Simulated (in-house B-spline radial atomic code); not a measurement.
**CAM-B3LYP excitations of Ti4+**

Method: CAM-B3LYP. Computed with an all-electron radial atomic-structure program (B-spline basis): linear response of the closed shell [Ne] 3s2 3p6 with the functional's adiabatic kernel; non-relativistic, point nucleus, no spin-orbit coupling, no double excitations, S, P, D and F terms only. Only terms of natural parity with L up to 3 were computed.

Command:
```bash
python run_td.py task.json out
```
Settings (radii: box in bohr, nucleus in fm):
```
Z                        22
electrons                18
configuration            [Ne] 3s2 3p6
hamiltonian              nr
method                   camb3lyp
box_radius               19.1
intervals                53
```

Cost of the run: 1.1 s on 1 thread of Arm Neoverse N1, with other jobs on the host.

The lowest states, in the order of their Tamm-Dancoff energies; the method's threshold (minus the highest occupied level) is 93.62 eV. Labels give the largest channel, * marks a mixed state, and oscillator strengths are full-response dipole values. Semilocal kernels can invert the small singlet-triplet splittings of Rydberg terms. Energies in eV:

| state | full response | Tamm-Dancoff | oscillator strength |
| --- | --- | --- | --- |
| 3p → 3d 3P | 33.80 | 33.92 | - |
| 3p → 3d 3F | 34.32 | 34.52 | - |
| 3p → 3d 1F | 37.53 | 37.54 | - |
| 3p → 3d 1P | 48.36 | 50.40 | 4.25 |
| 3p → 4s 3P | 51.73 | 51.74 | - |
| 3p → 4s 1P | 52.54 | 52.69 | 0.119 |
| 3p → 4p 3S | 57.53 | 57.56 | - |
| 3p → 4p 3D | 58.03 | 58.05 | - |
| 3p → 4p 1D | 58.59 | 58.60 | - |
| 3s → 3d 3D | 60.09 | 60.14 | - |
| 3p → 4p 1S | 61.39 | 61.63 | - |
| 3s → 3d 1D | 64.08 | 64.19 | - |
| 3p → 4d 3P | 67.54 | 67.55 | - |
| 3p → 4d 3F | 67.65 | 67.66 | - |
| 3p → 4d 1F | ? | ? | - |
| 3p → 4d 1P | ? | ? | ? |
| 3p → 5s 3P | 72.01 | 72.01 | - |
| 3p → 5s 1P | 72.24 | 72.25 | 0.0599 |
| 3p → 4f 3D | 73.92 | 73.92 | - |
| 3p → 5p 3S | 74.22 | 74.23 | - |
| 3p → 4f 1D | 74.25 | 74.26 | - |
| 3p → 5p 3D | 74.52 | 74.52 | - |

Q: Where does 3p → 4d 1P lie?

A: At 68.99 eV in full response, 69.24 eV in Tamm-Dancoff, oscillator strength 0.00031.

Q: Where does 3p → 4d 1F lie?

A: At 67.97 eV in full response, 67.97 eV in Tamm-Dancoff.

Q: How large is the singlet-triplet splitting of 3p → 3d (F terms) in Tamm-Dancoff?

A: 3.02 eV, from the unrounded values.

Q: What polarisabilities and dispersion coefficient does the method give?

A: Dipole 1.5 bohr³, quadrupole 1.992 bohr⁵, C6 3.261 hartree·bohr⁶ for two such species.
